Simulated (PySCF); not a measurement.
Rows and methods have been separated. Pair them.

Species: C2H8BOP.
SMILES: `CCOBP`

The closed-shell ground state was solved 7 times with PySCF (density fitting, gas phase), always in the pcSseg-2 basis (299 functions), with these functionals: B97-2, BHandHLYP, CAM-B3LYP, LC-wPBE, LDA, mPW1PW91 and wB97X-D. One conformer (not necessarily the lowest) at the PBE0-D3(BJ)/def2-SVP geometry, without solvent, vibrations or thermal averaging.

```json
{"row": "P", "total energy (Eh)": "-522.5289", "HOMO (eV)": "-6.95", "LUMO (eV)": "-0.56", "dipole (D)": "1.72"}
{"row": "Q", "total energy (Eh)": "-519.7281", "HOMO (eV)": "-6.16", "LUMO (eV)": "-1.70", "dipole (D)": "1.81"}
{"row": "R", "total energy (Eh)": "-522.5138", "HOMO (eV)": "-9.03", "LUMO (eV)": "1.25", "dipole (D)": "1.73"}
{"row": "S", "total energy (Eh)": "-522.4944", "HOMO (eV)": "-8.49", "LUMO (eV)": "0.52", "dipole (D)": "1.72"}
{"row": "T", "total energy (Eh)": "-522.5447", "HOMO (eV)": "-7.22", "LUMO (eV)": "-0.56", "dipole (D)": "1.72"}
{"row": "U", "total energy (Eh)": "-522.4665", "HOMO (eV)": "-8.21", "LUMO (eV)": "0.42", "dipole (D)": "1.66"}
{"row": "V", "total energy (Eh)": "-522.3582", "HOMO (eV)": "-9.82", "LUMO (eV)": "1.65", "dipole (D)": "1.76"}
```

Task: Which functional belongs to which row?

Result: P = B97-2, Q = LDA, R = wB97X-D, S = CAM-B3LYP, T = mPW1PW91, U = BHandHLYP, V = LC-wPBE. By rising HOMO–LUMO gap: LDA (LDA) 4.46 eV; B97-2 (global hybrid, 21 % exact exchange) 6.39 eV; mPW1PW91 (global hybrid, 25 % exact exchange) 6.66 eV; BHandHLYP (global hybrid, 50 % exact exchange) 8.63 eV; CAM-B3LYP (range-separated hybrid) 9.01 eV; wB97X-D (range-separated hybrid) 10.28 eV; LC-wPBE (range-separated hybrid) 11.47 eV. Total energies of different functionals aren't bounds to one another; each is stationary for its own functional.

Conformer computed: `[CH3:1][CH2:2][O:3][BH:4][PH2:5]`: C1–C2–O3–B4 -159°, C2–O3–B4–P5 4°, H–P5–B4–O3 -149°, H–P5–B4–O3 -51°.

wB97X-D is run here without its empirical dispersion term; that term would change no orbital, density or response property at a fixed geometry.
